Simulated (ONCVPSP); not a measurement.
Varying the ONCV potential for caesium (Cs)

Base potential:

* Element: caesium
* Generator: ONCVPSP 4.0.1
* Type: optimised norm-conserving Vanderbilt (ONCV)
* Functional: PBE
* Relativity: scalar-relativistic
* Frozen core: [Kr] 4d10
* Valence charge: 9
* Reference configuration: 5s2 5p6 6s1
* Partial waves: 5s+6s: rc 2.75 bohr, ncon 4, nbas 7, qcut 5 1/bohr, 2 projectors; 5p: rc 1.95 bohr, ncon 3, nbas 7, qcut 4.9 1/bohr, 2 projectors, debl 3.8 Ha; d scattering state at 0.23 Ha: rc 3.00 bohr, ncon 5, nbas 10, qcut 2.8 1/bohr, 2 projectors, debl 3.7 Ha
* Local potential: polynomial inside 1.30 bohr (lpopt 3, dvloc0 0 Ha)
* Core correction: Teter function, fcfact 4.75, rcfact 1.25

In the d channel the program set the typed energies aside and used 0.050, 3.750 Ha.

All-electron outer shells of the reference configuration (PBE, scalar-relativistic, ld1.x):

```json
{"shell": "5s", "level (eV)": "-26.73", "outermost node (bohr)": "0.82", "outermost maximum (bohr)": "1.54"}
{"shell": "5p", "level (eV)": "-13.52", "outermost node (bohr)": "0.89", "outermost maximum (bohr)": "1.79"}
{"shell": "6s", "level (eV)": "-2.09", "outermost node (bohr)": "2.11", "outermost maximum (bohr)": "4.80"}
```

Cutoffs, loose and tight: the cutoffs (Ha) at which the residual kinetic energy of the hardest occupied pseudo-wave falls to 1 and 0.1 mHa per electron. They do not see the model core or the augmentation charge, which bear on the density cutoff. Test errors are all-electron minus pseudo excitation energies from the reference, over the configurations 5s2 5p6 6s0; 5s2 5p6 6s0.5; 5s2 5p6 6s0 6p1; 5s1 5p6 6s1. A dash means not determined; rows that change the core or the reference have their own tests.

1 further variants are left out, since the program set their typed debl aside.

A true bound ghost makes a file unfit for plane-wave use even where its test errors are small: the radial tests pick states by their node count and pass the ghost by.

```csv
change,outcome,"cutoff, loose","cutoff, tight",bound ghosts,GHOST(+) flags above zero,largest test error (meV)
base,"generated, projector energies reset by the program",9.6 Ha,12 Ha,s,p,-98
"s: ncon 3, nbas 6","generated, projector energies reset by the program",9.6 Ha,12 Ha,s,p,-85
p: nbas 8,"generated, projector energies reset by the program",9.5 Ha,12 Ha,s,p,-97
"core correction Teter function, fcfact 3, rcfact 1.55","generated, projector energies reset by the program",9.6 Ha,12 Ha,s,p,-105
fully relativistic,"generated, projector energies reset by the program",9.7 Ha,14 Ha,s,"p3/2, p1/2",-90
```
